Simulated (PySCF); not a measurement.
NMR data simulated for an unnamed compound:

¹H NMR (500 MHz, computed): δ 7.18 (m, 1H), 4.81 (t, 2H), 4.24 (s, 3H), 3.92 (q, 2H), 1.60 (t, 2H), 1.33 (t, 3H).

¹³C{¹H} NMR (computed): δ 165.9 (CH), 110.7 (C), 63.6 (CH2), 20.7 (CH2), 20.4 (CH3).

- shielding tensors at PBE0/pcSseg-1 (GIAO)
- GFN2-xTB structure
- run in PySCF 2.14.0 with density-fitted response routines
- isolated molecule, a single conformation, fast rotation and ring inversion assumed for equivalent nuclei, non-relativistic

References, each an isolated molecule treated in the same way: ¹H (31.72 ppm), ¹³C (186.93 ppm) against TMS.

Question: Which of these does the molecule contain: an NH or NH2 group, a Si–H bond, a non-aromatic C=C double bond, a tert-butyl group, a CH3CH2 unit, a ketone?

Answer: 
- An NH or NH2 group: no.
- A Si–H bond: yes (δH 4.81 (t)).
- A non-aromatic C=C double bond: yes.
- A tert-butyl group: no.
- A CH3CH2 unit: yes (δC 20.4, 63.6; δH 1.33 (t), 3.92 (q)).
- A ketone: no.

The data belong to `InChI=1S/C5H13FOSi2/c1-2-7-9-4-5(8)3-6/h3H,2,4,9H2,1,8H3/b5-3-`; they needn't prove each group on their own.

Carbon signals by region: 1 in the far downfield region (above 160 ppm), 1 in the sp2 and nitrile region (100–160 ppm), 1 at 50–100 ppm, 2 below 50 ppm. Above 160 ppm: 165.9, alkene CH.

Splittings by ¹⁹F in the carbon and heteronuclear signals aren't shown, as no couplings were computed. Shifts are as computed. Against solution values, carbons near 30 ppm lie about +3 ppm off and those near 130 ppm about +5 ppm. Of 1211 compounds with measured shifts, 218 miss one by over three times the rms of a fit or turn the order of signals round; such compounds aren't used in these exercises. Multiplicities follow the n + 1 count of equivalent neighbours, as no J values were calculated; m marks all less simple cases, F and P coupling included.
